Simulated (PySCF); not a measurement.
Species: BrH5OSi2.
Numbering: `[SiH3:1][O:2][SiH2:3][Br:4]` (hydrogens: H5, H6, H7 on Si1; H8, H9 on Si3)

Computed, not measured: PBE0-D3(BJ)/def2-SVP geometry optimisation, gas phase in PySCF 2.14.0.

(1) What internal coordinates does the optimisation give?

Results:

(1) 
```
                  bond  length (Å)
                Si1–O2       1.664
                O2–Si3       1.639
               Si3–Br4       2.226
Si1–H5, Si1–H6, Si1–H7       1.491
        Si3–H8, Si3–H9       1.485
```

Bonds in one row agree within 0.01 Å and their mean is given. A selection of angles:
```
     angle  degrees
 O2–Si1–H5    108.8
 H5–Si1–H6    109.6
Si1–O2–Si3    150.5
O2–Si3–Br4    109.9
 O2–Si3–H8    110.0
Br4–Si3–H8    107.4
 H8–Si3–H9    112.0
```

Dihedral angles: Si1–O2–Si3–Br4 -4° (synperiplanar).

Si3 (oxygen-bound silicon) is tetrahedral (angles from 107.4° to 112.0°). The O–Si distances run from 1.639 Å (O2–Si3, drawn single) to 1.664 Å (Si1–O2, drawn single), a spread of 0.025 Å. The 4 heavy atoms lie in one plane (0.010 Å rms). Si1 (oxygen-bound silicon) is tetrahedral (angles from 108.6° to 110.0°). O2 (siloxane oxygen) is bent (angle 150.5°).

No PBE0-D3(BJ)/def2-SVP frequencies stand behind this structure, so it isn't proved a minimum. One conformer, not necessarily the lowest.
